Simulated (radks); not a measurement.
Species: W III. Configuration: [Xe] 4f14 5d4 (the NIST ground configuration).

Calculated with a radial shooting solver on a logarithmic mesh with Libxc functionals: scalar-relativistic Kohn-Sham, PBEsol, spin-polarised, spherical densities, point nucleus; open shells are filled with parallel spins first (spin-orbit coupling, left out, can overturn this in heavy ions).

Energy parts (eV):
part                       energy
total                  -439109.31
kinetic                 483891.32
electron-nucleus      -1084793.23
Hartree                 170436.93
exchange-correlation     -8644.33

Orbitals (lengths in bohr, moments of r in powers of bohr; r(max) is where P^2 peaks):
1s down: occ. 1; eigenvalue (eV) -69488.52; <r> 0.01835; r(max) 0.01146
1s up: occ. 1; eigenvalue (eV) -69488.51; <r> 0.01835; r(max) 0.01146
2s up: occ. 1; eigenvalue (eV) -12006.96; <r> 0.07758; r(max) 0.06568
2s down: occ. 1; eigenvalue (eV) -12006.79; <r> 0.07758; r(max) 0.06568
2p up: occ. 3; eigenvalue (eV) -10503.04; <r> 0.06945; r(max) 0.05389
2p down: occ. 3; eigenvalue (eV) -10502.90; <r> 0.06945; r(max) 0.05389
3s up: occ. 1; eigenvalue (eV) -2777.236; <r> 0.2011; r(max) 0.1853
3s down: occ. 1; eigenvalue (eV) -2777.184; <r> 0.2011; r(max) 0.1853
3p up: occ. 3; eigenvalue (eV) -2331.974; <r> 0.2014; r(max) 0.1834
3p down: occ. 3; eigenvalue (eV) -2331.915; <r> 0.2014; r(max) 0.1834
3d up: occ. 5; eigenvalue (eV) -1819.877; <r> 0.1824; r(max) 0.1494
3d down: occ. 5; eigenvalue (eV) -1819.762; <r> 0.1824; r(max) 0.1494
4s up: occ. 1; eigenvalue (eV) -585.2464; <r> 0.4496; r(max) 0.4206
4s down: occ. 1; eigenvalue (eV) -585.0961; <r> 0.4496; r(max) 0.4206
4p up: occ. 3; eigenvalue (eV) -439.1895; <r> 0.4781; r(max) 0.4412
4p down: occ. 3; eigenvalue (eV) -439.0474; <r> 0.4781; r(max) 0.4413
4d up: occ. 5; eigenvalue (eV) -254.1767; <r> 0.5116; r(max) 0.4522
4d down: occ. 5; eigenvalue (eV) -254.0039; <r> 0.5113; r(max) 0.4523
5s up: occ. 1; eigenvalue (eV) -95.7265; <r> 1.071; r(max) 0.9642
5s down: occ. 1; eigenvalue (eV) -94.0683; <r> 1.063; r(max) 0.9600
5p up: occ. 3; eigenvalue (eV) -60.1203; <r> 1.253; r(max) 1.095
5p down: occ. 3; eigenvalue (eV) -57.8694; <r> 1.240; r(max) 1.087
4f up: occ. 7; eigenvalue (eV) -49.2479; <r> 0.6102; r(max) 0.4285
4f down: occ. 7; eigenvalue (eV) -48.8585; <r> 0.6052; r(max) 0.4283
5d up: occ. 4; eigenvalue (eV) -20.9844; <r> 1.861; r(max) 1.483
5d down: occ. 0; eigenvalue (eV) -17.9998; <r> 1.872; r(max) 1.459

The highest occupied level is 5d up at -20.984 eV. Summed over all electrons, <r^2> = 41.67 bohr^2, which gives a Langevin (diamagnetic) susceptibility term of -33 x 10^-6 cm^3/mol. For comparison, the ionisation energy in NIST's Atomic Spectra Database is 26.0 eV (semi-empirical). In exact Kohn-Sham theory the highest level is minus the ionisation energy, but local and semilocal functionals leave it too shallow, through self-interaction and a potential that decays too fast; potentials with the right tail come closer. The density falls to 0.001 e/bohr^3 at r = 3.70 bohr.
